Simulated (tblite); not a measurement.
Compound: C₄H₂ClN₂Se (doublet state).
Bonds: C1–N2 (double), N2–C3, C3–N4 (aromatic), N4–Se5 (aromatic), Se5–C6 (aromatic), C6–C7 (aromatic), C7–Cl8, C3–C7 (aromatic). Hydrogens: H9, H10 on C1.
Bond orders are those of one Lewis drawing.

Computed with GFN2-xTB (tblite), gas phase: L-BFGS steps from a force-field or distance-geometry start until the largest atomic force falls under 0.01 eV/Å.

Step 22: E = -626.2300 eV
```
atom  x, y, z in Å  |  force x, y, z in eV/Å
C1      1.9453   -0.0886   -0.0226    0.001   0.009  -0.008
N2      0.9327   -0.5984   -0.5565    0.028  -0.044   0.016
C3     -0.3700   -0.5009   -0.2557    0.029   0.014  -0.008
N4     -1.1278   -1.5685   -0.2275    0.026   0.034   0.017
Se5    -2.8013   -1.1351    0.1831   -0.010  -0.026   0.014
C6     -2.3076    0.6387    0.3493    0.012   0.049  -0.030
C7     -1.0053    0.7836    0.0520   -0.003   0.035  -0.017
Cl8    -0.0995    2.2396    0.0493   -0.042  -0.060   0.041
H9      1.9429    0.4637    0.9169   -0.025  -0.009   0.000
H10     2.8994   -0.2295   -0.5109   -0.016  -0.001  -0.025
```

Step 23: E = -626.2305 eV
```
atom  x, y, z in Å  |  force x, y, z in eV/Å
C1      1.9470   -0.0885   -0.0238   -0.005   0.005  -0.004
N2      0.9320   -0.5958   -0.5551    0.045  -0.066   0.006
C3     -0.3696   -0.4999   -0.2519    0.030   0.005  -0.015
N4     -1.1264   -1.5681   -0.2207    0.035   0.019   0.003
Se5    -2.8017   -1.1353    0.1804   -0.019  -0.019   0.020
C6     -2.3095    0.6390    0.3421   -0.015   0.051  -0.020
C7     -1.0061    0.7841    0.0507   -0.022   0.028  -0.011
Cl8    -0.1019    2.2391    0.0542   -0.020  -0.027   0.035
H9      1.9457    0.4609    0.9171   -0.009  -0.003   0.004
H10     2.8994   -0.2308   -0.5156   -0.021   0.009  -0.018
```

Step 24: E = -626.2309 eV
```
atom  x, y, z in Å  |  force x, y, z in eV/Å
C1      1.9484   -0.0883   -0.0249   -0.005  -0.002   0.001
N2      0.9320   -0.5949   -0.5539    0.041  -0.067  -0.001
C3     -0.3687   -0.4989   -0.2490    0.021  -0.004  -0.017
N4     -1.1246   -1.5674   -0.2147    0.026   0.000  -0.006
Se5    -2.8021   -1.1358    0.1786   -0.010  -0.001   0.022
C6     -2.3113    0.6400    0.3355   -0.037   0.034  -0.012
C7     -1.0070    0.7849    0.0492   -0.032   0.007  -0.008
Cl8    -0.1044    2.2383    0.0592    0.007   0.012   0.028
H9      1.9477    0.4585    0.9174    0.004   0.004   0.004
H10     2.8988   -0.2318   -0.5199   -0.015   0.017  -0.010
```

Task: Estimate the geometry and energy of step 25. (The exact step hangs on the optimiser's Hessian estimate; all steps are aligned on step 24, rigid shifts and turns removed.)

Result: E = -626.2312 eV, largest force 0.053 eV/Å
```
atom  x, y, z in Å  |  force x, y, z in eV/Å
C1      1.9492   -0.0881   -0.0256   -0.001  -0.009   0.004
N2      0.9328   -0.5958   -0.5532    0.021  -0.049   0.000
C3     -0.3676   -0.4983   -0.2475    0.006  -0.010  -0.014
N4     -1.1228   -1.5669   -0.2105    0.006  -0.012  -0.010
Se5    -2.8024   -1.1361    0.1779    0.007   0.014   0.020
C6     -2.3130    0.6414    0.3305   -0.043   0.012  -0.010
C7     -1.0080    0.7857    0.0478   -0.027  -0.011  -0.006
Cl8    -0.1059    2.2379    0.0636    0.023   0.034   0.021
H9      1.9487    0.4571    0.9176    0.011   0.009   0.000
H10     2.8979   -0.2322   -0.5231   -0.002   0.022  -0.004
```

The energy changes by -0.0003 eV. The first-order estimate −F·Δx gives -0.0005 eV and the mean of the old and new forces, exact on a quadratic surface, -0.0003 eV. The step makes an angle of 67° with the force vector and moves no atom by more than 0.005 Å.

The cost below is that of the whole relaxation. Hardware: one thread of an Arm Neoverse V2 (shared host). Cost: 0.26 s wall.
